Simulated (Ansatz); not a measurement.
Geometry optimisation of Pt₂Au.

```yaml
crystal:
  periodic: [false, false, false]
  atoms:
    - {symbol: Pt, position_ang: [0.215270, -0.247990, 1.346530]}
    - {symbol: Pt, position_ang: [-1.119720, 0.743290, -0.337840]}
    - {symbol: Au, position_ang: [0.904450, -0.495310, -1.008700]}
basis:
  gaussian: {orbitals: def2-TZVP}
magnetization: {spin_polarized: true, initial_magnetization: 1}
hamiltonian: {xc: pbe0, dispersion: d4}
scf: {lower_state_search: "off"}
output: {orbitals: {seedname: orbitals}}
relax: {f_tol: 0.02, max_steps: 100}
```

```sh
$ ansatz run in.yaml --threads 4 --pin off --events-out ev --progress --plain --max-ram 3916MiB
```

Shortened log:

```
Functional definition: PBE0
mean field -10187.37658758 eV, -374.3791843418 hartree, gradient 5.2e-6 eV, S^2 0.775487; 0 other end points of the search recorded, 0 dependent functions left out
relax step   1: F+E_penalty+E_count = -10187.49831976 eV  Δ(F+E_penalty+E_count) = +0.000e0 eV  max|allowed force component| = 2.738e0 eV/Å  Δτ_max = 0.0000 Å  (34 SCF iters, accepted)
mean field -10187.58484304 eV, -374.3868375885 hartree, gradient 2.8e-6 eV, S^2 0.785450; 0 other end points of the search recorded, 0 dependent functions left out
relax step   2: F+E_penalty+E_count = -10187.70583751 eV  Δ(F+E_penalty+E_count) = -2.075e-1 eV  max|allowed force component| = 9.606e-1 eV/Å  Δτ_max = 0.1138 Å  (55 SCF iters, accepted)
mean field -10187.64335786 eV, -374.3889879686 hartree, gradient 6.0e-6 eV, S^2 0.779248; 0 other end points of the search recorded, 0 dependent functions left out
relax step   3: F+E_penalty+E_count = -10187.76466998 eV  Δ(F+E_penalty+E_count) = -5.883e-2 eV  max|allowed force component| = 1.472e-1 eV/Å  Δτ_max = 0.0480 Å  (40 SCF iters, accepted)
mean field -10187.64464443 eV, -374.3890352491 hartree, gradient 2.4e-6 eV, S^2 0.780218; 0 other end points of the search recorded, 0 dependent functions left out
relax step   4: F+E_penalty+E_count = -10187.76593398 eV  Δ(F+E_penalty+E_count) = -1.264e-3 eV  max|allowed force component| = 7.122e-3 eV/Å  Δτ_max = 0.0067 Å  (46 SCF iters, accepted)
Total energy: -10187.76596388 eV, -374.3934936569 hartree
Atom 0 at     0.227146    -0.261279     1.416043 Å, force     0.004004    -0.003143     0.007122 eV/Å
Atom 1 at    -1.177687     0.781834    -0.356115 Å, force    -0.005789     0.004123    -0.005164 eV/Å
Atom 2 at     0.950541    -0.520565    -1.059938 Å, force     0.001785    -0.000981    -0.001958 eV/Å
Dipole moment:     0.061252    -0.033544    -0.068299 e Å
Checks for a lower state left out: stability, starts, cluster_reference, orbital_swaps, neighbouring_geometries, increment
```

It took 13 s on 4 threads of Arm Neoverse V2 on a shared host.

In the def2 sets Au, Pt take a core potential; there is no spin–orbit coupling. The relaxation made no stability test and no search for a lower SCF solution. The structure comes from a short search, and lower isomers may exist.
